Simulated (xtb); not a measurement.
F₆Si₂, charge -1, doublet, from a rough starting geometry (a state made from the parent by changing its charge; the spin is typed, not shown lowest); GFN2-xTB (xtb).

Here is a job for xtb.
```
$ xtb mol.xyz --gfn 2 --chrg -1 --uhf 1 --opt vtight --json

# file mol.xyz
8

F      1.90933462    -0.26730631    -1.25910572
Si     1.13616268    -0.05738826     0.12021378
F      1.72658883     1.22817674     0.75925610
F      1.59271776    -1.29729661     1.06379247
Si    -1.10980904     0.04877306    -0.16419211
F     -1.61514380     1.22668990    -1.03197655
F     -1.73823473    -1.23868923    -0.76856862
F     -1.94850904     0.21662904     1.27476967
```

It wrote (shortened):

```
   ID    Z sym.   atoms
    1    9 F      1, 3, 4, 6-8
    2   14 Si     2, 5

           -------------------------------------------------
          |                Calculation Setup                |
           -------------------------------------------------

           -------------------------------------------------
          |                 G F N 2 - x T B                 |
           -------------------------------------------------

          ...................................................
          :                      SETUP                      :
          :.................................................:
          :  # basis functions                  44          :
          :  # atomic orbitals                  42          :
          :  # shells                           18          :
          :  # electrons                        51          :
          :  max. iterations                   250          :
          :  Hamiltonian                  GFN2-xTB          :
          :  restarted?                      false          :
          :  GBSA solvation                  false          :
          :  PC potential                    false          :
          :  electronic temp.          300.0000000     K    :
          :  accuracy                    1.0000000          :
          :  -> integral cutoff          0.2500000E+02      :
          :  -> integral neglect         0.1000000E-07      :
          :  -> SCF convergence          0.1000000E-05 Eh   :
          :  -> wf. convergence          0.1000000E-03 e    :
          :  Broyden damping             0.4000000          :
          :  net charge                         -1          :
          :  unpaired electrons                  1          :
          ...................................................

 iter      E             dE          RMSdq      gap      omega  full diag
   1    -32.4374183 -0.324374E+02  0.961E+00    0.21       0.0  T
   2    -32.4482951 -0.108768E-01  0.587E+00    0.25       1.0  T
   3    -32.4426960  0.559908E-02  0.205E+00    0.40       1.0  T
   4    -32.4452579 -0.256189E-02  0.144E+00    0.38       1.0  T
   5    -32.4518802 -0.662227E-02  0.370E-01    0.43       1.0  T
   6    -32.4519607 -0.804796E-04  0.180E-01    0.44       1.0  T
   7    -32.4519932 -0.325056E-04  0.120E-01    0.44       1.0  T
   8    -32.4520116 -0.184677E-04  0.427E-02    0.44       1.0  T
   9    -32.4520134 -0.175104E-05  0.170E-02    0.44       2.1  T
  10    -32.4520129  0.490425E-06  0.176E-02    0.44       2.0  T
  11    -32.4520134 -0.517483E-06  0.604E-03    0.44       5.9  T
  12    -32.4520135 -0.555241E-07  0.243E-03    0.44      14.6  T
  13    -32.4520135 -0.122388E-07  0.302E-04    0.44     116.9  T
  14    -32.4520135 -0.911555E-10  0.220E-04    0.44     160.5  T

   *** convergence criteria satisfied after 14 iterations ***

         :::::::::::::::::::::::::::::::::::::::::::::::::::::
         ::                     SUMMARY                     ::
         :::::::::::::::::::::::::::::::::::::::::::::::::::::
         :: total energy             -32.354750979658 Eh    ::
         :: gradient norm              0.198933126789 Eh/a0 ::
         :: HOMO-LUMO gap              0.443378972334 eV    ::
         ::.................................................::
         :: SCC energy               -32.452007660269 Eh    ::
         :: -> isotropic ES            0.180429420216 Eh    ::
         :: -> anisotropic ES         -0.001815337834 Eh    ::
         :: -> anisotropic XC         -0.010675030395 Eh    ::
         :: -> dispersion             -0.006248000385 Eh    ::
         :: repulsion energy           0.097256680611 Eh    ::
         :: add. restraining           0.000000000000 Eh    ::
         :: total charge              -1.000000000000 e     ::
         :::::::::::::::::::::::::::::::::::::::::::::::::::::

      -----------------------------------------------------------
[...]
 * total energy  :   -32.4208973 Eh     change       -0.1425015E-03 Eh
 * total energy  :   -32.4209799 Eh     change       -0.8258776E-04 Eh
 * total energy  :   -32.4210424 Eh     change       -0.6257014E-04 Eh
 * total energy  :   -32.4210708 Eh     change       -0.2835003E-04 Eh
 * total energy  :   -32.4210773 Eh     change       -0.6557584E-05 Eh
 * total energy  :   -32.4210826 Eh     change       -0.5230721E-05 Eh
 * total energy  :   -32.4210842 Eh     change       -0.1644736E-05 Eh
 * total energy  :   -32.4210861 Eh     change       -0.1889014E-05 Eh
 * total energy  :   -32.4210874 Eh     change       -0.1322081E-05 Eh
 * total energy  :   -32.4210882 Eh     change       -0.7520605E-06 Eh
 * total energy  :   -32.4210885 Eh     change       -0.2899468E-06 Eh
 * total energy  :   -32.4210885 Eh     change       -0.6083657E-07 Eh
   *** GEOMETRY OPTIMIZATION CONVERGED AFTER 22 ITERATIONS ***
         :: total energy             -32.421088535678 Eh    ::
[...]
        22        2.0000           -0.3232736              -8.7967
        23        2.0000           -0.3220294              -8.7629
        24        2.0000           -0.3219341              -8.7603
        25        2.0000           -0.2617810              -7.1234
        26        1.0000           -0.1229740              -3.3463 (HOMO)
        27                         -0.0291327              -0.7927 (LUMO)
        28                          0.0291113               0.7922
        29                          0.0306378               0.8337
        30                          0.1303225               3.5463
        31                          0.1734950               4.7210
        32                          0.1978937               5.3850
        33                          0.2254511               6.1348
        34                          0.2610277               7.1029
        35                          0.3271281               8.9016
        36                          0.3989553              10.8561
        37                          0.5723652              15.5748
       ...                                ...                  ...
        42                          1.7131803              46.6180
      -------------------------------------------------------------
                  HL-Gap            0.0938413 Eh            2.5536 eV
             Fermi-level           -0.1342154 Eh           -3.6522 eV

     #   Z          covCN         q      C6AA      α(0)
     1   9 F        0.703    -0.337    12.762     4.218
     2  14 Si       3.068     0.551   159.666    27.364
     3   9 F        0.705    -0.357    13.000     4.257
     4   9 F        0.705    -0.357    13.001     4.258
     5  14 Si       3.068     0.551   159.670    27.365
     6   9 F        0.705    -0.357    13.001     4.257
     7   9 F        0.705    -0.357    13.000     4.257
     8   9 F        0.703    -0.337    12.763     4.218

 Mol. C6AA /au·bohr⁶  :       2039.471082
 Mol. C8AA /au·bohr⁸  :      86374.429227
 Mol. α(0) /au        :         80.194914

Wiberg/Mayer (AO) data.
largest (>0.10) Wiberg bond orders for each atom

 ---------------------------------------------------------------------------
     #   Z sym  total        # sym  WBO       # sym  WBO       # sym  WBO
 ---------------------------------------------------------------------------
     1   9 F    1.081 --     2 Si   0.964
     2  14 Si   4.012 --     5 Si   1.005     3 F    0.981     4 F    0.981
                             1 F    0.964
     3   9 F    1.058 --     2 Si   0.981
     4   9 F    1.058 --     2 Si   0.981
     5  14 Si   4.012 --     2 Si   1.005     7 F    0.981     6 F    0.981
                             8 F    0.964
     6   9 F    1.058 --     5 Si   0.981
     7   9 F    1.058 --     5 Si   0.981
     8   9 F    1.080 --     5 Si   0.964
 ---------------------------------------------------------------------------

Topologies differ in total number of bonds
Writing topology from bond orders to xtbtopo.mol

molecular dipole:
                 x           y           z       tot (Debye)
 q only:        0.011       0.033       0.001
   full:        0.011       0.033       0.000       0.089
molecular quadrupole (traceless):
                xx          xy          yy          xz          yz          zz
 q only:      -17.162       1.425       6.904       0.031       0.348      10.258
  q+dip:      -17.565       1.493       6.800       0.494       0.385      10.764
   full:      -18.713       1.765       8.535       1.442       0.079      10.178

optimized geometry written to: xtbopt.xyz

           -------------------------------------------------
          | TOTAL ENERGY              -32.421088535678 Eh   |
          | GRADIENT NORM               0.000139352451 Eh/α |
          | HOMO-LUMO GAP               2.553551015758 eV   |
           -------------------------------------------------

normal termination of xtb
```
